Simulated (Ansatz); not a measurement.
The cluster Mo7⁻, relaxed as a quartet with UKS PBE-D4/def2-SVPD in Ansatz, starting from the PBE-D4/def2-SVPD geometry of the charge -1 doublet. Force threshold 0.02 eV/Å.

In the def2 sets Mo takes a core potential; there is no spin–orbit coupling. The highest occupied level of the charge -1 quartet lies above zero (up to 0.19 eV). It is a level of α spin, whose loss leaves a triplet; that state wasn't run at this geometry and level. The electron is either unbound and held by the finite basis, or the level is raised by self-interaction error. The relaxation made no stability test and no search for a lower SCF solution. The structure comes from a short search, and lower isomers may exist.

Start:

Cartesian coordinates in Å:
```
Mo -1.758 -0.413 -0.784
Mo 0.367 -1.594 -0.416
Mo 1.751 0.917 -0.202
Mo 1.152 -0.501 1.581
Mo 0.240 0.331 -1.945
Mo -0.548 1.599 0.220
Mo -1.205 -0.340 1.546
```

```tsv
step	energy (eV)	largest force component (eV/Å)	SCF passes
1	-12997.8294	0.544	115
2 (rejected)	-12997.7166	0.984	121
3	-12997.8980	0.287	77
4	-12997.9067	0.160	60
5	-12997.9112	0.091	59
6	-12997.9129	0.100	60
7	-12997.9138	0.065	60
8	-12997.9146	0.051	60
9 (rejected)	-12997.9124	0.149	58
10	-12997.9155	0.033	59
11	-12997.9165	0.050	55
12	-12997.9172	0.048	59
13	-12997.9191	0.116	76
14 (rejected)	-12997.8883	0.558	77
15	-12997.9212	0.100	69
16 (rejected)	-12997.8588	0.641	74
17	-12997.9246	0.056	67
18 (rejected)	-12997.9229	0.149	71
19	-12997.9251	0.087	67
20	-12997.9266	0.025	62
21	-12997.9267	0.029	59
22 (rejected)	-12997.9234	0.151	61
23	-12997.9268	0.006	53
```

Force components are those of the run's own axes.

End:

```csv
atom,x (Å),y (Å),z (Å)
Mo1,-1.6522,-0.5119,-0.8206
Mo2,0.3323,-1.6648,-0.3626
Mo3,1.7416,0.8576,-0.3338
Mo4,1.1016,-0.4915,1.5698
Mo5,0.2842,0.4642,-1.9700
Mo6,-0.5831,1.6137,0.3408
Mo7,-1.2244,-0.2673,1.5764
```

By distances, no bond broke or formed. The bond that changes most is Mo2–Mo5, from 2.46 to 2.67 Å (atoms count from 1).

No frequencies were taken in this run, so the end may be a saddle point.

Hardware: 4 threads of Arm Neoverse V1 on a shared host. Wall time 8.8 min, peak host memory 0.61 GiB.
